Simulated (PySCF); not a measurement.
Isomers of H9ClSi4. Gas-phase values, no solvent. One relaxed conformer stands for each flexible species; it need not be the lowest. Strings in code marks are SMILES.

The HOMO from two functionals at the same geometries (B3LYP-D3(BJ)/def2-TZVP), both in PySCF: PBE-D3(BJ)/def2-TZVP and B3LYP-D3(BJ)/def2-TZVP. B3LYP has the VWN-RPA correlation part, as in Gaussian. 

| species | PBE-D3(BJ)/def2-TZVP (eV) | B3LYP-D3(BJ)/def2-TZVP (eV) |
|---|---|---|
| `Cl[Si]([SiH3])([SiH3])[SiH3]` | -6.72 | -7.61 |
| `[SiH3][Si@@H](Cl)[SiH2][SiH3]` (Si–Si–Si–Cl torsion 52°) | -6.60 | -7.46 |
| `[SiH3][SiH]([SiH3])[SiH2]Cl` (Si–Si–Si–Cl torsion 171°) | -6.83 | -7.74 |

Over these rows, drawn at random from the members with no instability flagged (it was tested for open shells, ions and some series alone), PBE minus B3LYP-D3(BJ): mean +0.89 eV, from +0.86 eV to +0.91 eV.
